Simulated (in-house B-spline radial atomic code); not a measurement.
Configurations of Eu, with energies counted from [Xe] 4f7 6s2. Computed with an all-electron radial atomic-structure program (B-spline basis): Dirac-Hartree-Fock, average of configuration, Fermi nucleus of rms radius 5.1115 fm. Energies include first-order Breit, QED and recoil terms.

Occupations are held fixed; configurations that lie above the ionisation limit could autoionise.

```tsv
configuration	E - E(ref) (eV)	highest orbital	its <r> (bohr)
[Xe] 4f7 6s1 6d1	3.5331	6d5/2	14.02
[Xe] 4f7 6s1 7d1	4.028	7d5/2	25.78
[Xe] 4f6 6s2 7p1	4.1115	7p3/2	13.83
[Xe] 4f6 6s2 6d1	4.1985	6d5/2	12.39
[Xe] 4f8 6s1	7.3706	4f7/2	1.05
[Kr] 4d10 4f7 5s2 5p5 6s2 6d1	26.506	6d5/2	12.61
[Kr] 4d9 4f7 5s2 5p6 6s2 8s1	144.82	8s1/2	19.92
[Kr] 4d9 4f7 5s2 5p6 6s2 9s1	145.22	9s1/2	32.36
[Kr] 4d9 4f7 5s2 5p6 6s2 9p1	145.34	9p3/2	38.77
[Kr] 4d9 4f7 5s2 5p6 6s2 6g1	145.48	6g9/2	43.99
```

Question: Order these further configurations by energy, lowest first.
A. [Kr] 4d10 4f7 5s2 5p5 6s2 10s1
B. [Xe] 4f6 6s2 9s1
C. [Xe] 4f6 5g1 6s2
D. [Xe] 4f7 5d1 6s1
E. [Xe] 4f7 5g1 6s1

Answer: D (1.8762 eV), E (4.1965 eV), B (4.9194 eV), C (5.0097 eV), A (27.416 eV).

Question: How far above the reference does [Xe] 4f6 6s2 10s1 lie?

Answer: 5.1256 eV; its least bound orbital is 10s1/2 with <r> = 47.83 bohr.

Question: How far above the reference does [Kr] 4d9 4f7 5s2 5p6 6s2 7g1 lie?

Answer: 145.58 eV; its least bound orbital is 7g9/2 with <r> = 63.49 bohr.

Question: How far above the reference does [Kr] 4d9 4f7 5s2 5p6 6s2 6p1 lie?

Answer: 141.92 eV; its least bound orbital is 6p3/2 with <r> = 5.321 bohr.
